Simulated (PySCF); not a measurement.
Level of theory: B3LYP-D3(BJ)/def2-TZVP // PBE-D3(BJ)/def2-SVP (PySCF 2.14.0). Gas-phase values, no solvent. One relaxed conformer stands for a flexible species; it need not be the lowest. B3LYP has the VWN-RPA correlation part, as in Gaussian. 

Reference species: [Zn(OH)2] (neutral, multiplicity 1).

The HOMO–LUMO gap is 6.64 eV and the coordination number is 2. The mean distance from the central atom to its bonded neighbours is 1.780 Å and the LUMO is -1.53 eV.

Changed species: [Zn(OH)(H)] (1 of 2 OH replaced by H; the reference has 0 of 2 OH replaced by H).

**Question.** Give the shifts of the HOMO–LUMO gap, coordination number, mean distance from the central atom to its bonded neighbours and LUMO.

**Answer.** the HOMO–LUMO gap goes up by 0.49 eV, to 7.13 eV; the coordination number stays essentially unchanged; the mean distance from the central atom to its bonded neighbours falls by 0.128 Å, to 1.652 Å; the LUMO increases by 0.71 eV, to -0.82 eV.
